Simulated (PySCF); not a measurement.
# A barrier at the coupled-cluster level

Start structure (GeH$_{5}$BrO, singlet), relaxed at PBE0-D4/def2-TZVP:

```
8
angstrom
Ge -0.8930 -0.2192 -0.6885
O -0.0455 -0.1616 0.9021
H 0.0322 -1.0716 -1.5541
H -2.2661 -0.8723 -0.4683
H -1.0451 1.2138 -1.2201
H 1.6545 0.2160 0.8638
Br 3.0584 0.5782 0.7157
H -0.5066 0.3554 1.5673
```

The step: GeH₄O ([OH][GeH3]) + HBr → GeH₃Br ([GeH3][Br]) + H₂O; bonds formed: Ge1–Br7, O2–H6; bonds broken: Ge1–O2, H6–Br7. Computed with PySCF 2.14 with density fitting (its default auxiliary sets; JK sets also for MP2 and CCSD(T)) (basis: def2-TZVPP and def2-QZVPP); correlated methods freeze the cores. Filled d shells of the heavier atoms are correlated. The def2 sets are not built for correlating such inner shells, so the correlated values are less sure here. Extrapolation: Hartree–Fock as exp(−7.88 √X), correlation as X^−2.97. Energies below are by CCSD(T) at an estimated basis limit (MP2 extrapolated from triple and quadruple zeta, plus CCSD(T) − MP2 in triple zeta).

Q: What are the electronic barrier and the energy of the step, from the start structure to the end structure? (Judge from chemistry; the value comes from the calculation.)

A: Computed: Barrier 52.4 kJ/mol; step energy -54.9 kJ/mol (downhill); reverse barrier, their difference, 107.3 kJ/mol. Barrier and step energy count from the start structure, the reverse barrier from the end structure.

The saddle point: One imaginary mode of 130i cm⁻¹.
```
   pair  start (Å)  saddle (Å)  end (Å)
Ge1–Br7       4.27        2.73     2.33
  O2–H6       1.74        1.00     0.96
 Ge1–O2       1.80        2.05     3.29
 H6–Br7       1.46        2.09     2.70
```

Zero-point energy (harmonic, PBE0-D4): ZPE is 118.1 kJ/mol at the start and 127.7 kJ/mol at the saddle, so the barrier goes from 52.4 to 62.0 kJ/mol.

No T1 diagnostic of these runs exceeds 0.011.

Labels in which every atom is bracketed show which atoms are joined, not bond orders.

For scale, one of the runs: CCSD(T)/def2-TZVPP, 197 basis functions, launched by `OMP_NUM_THREADS=4 python run.py`. The run took 4.9 min on 4 CPU threads of an Intel Xeon 6975P-C (shared host), with 3.4 GiB of host memory at its peak.
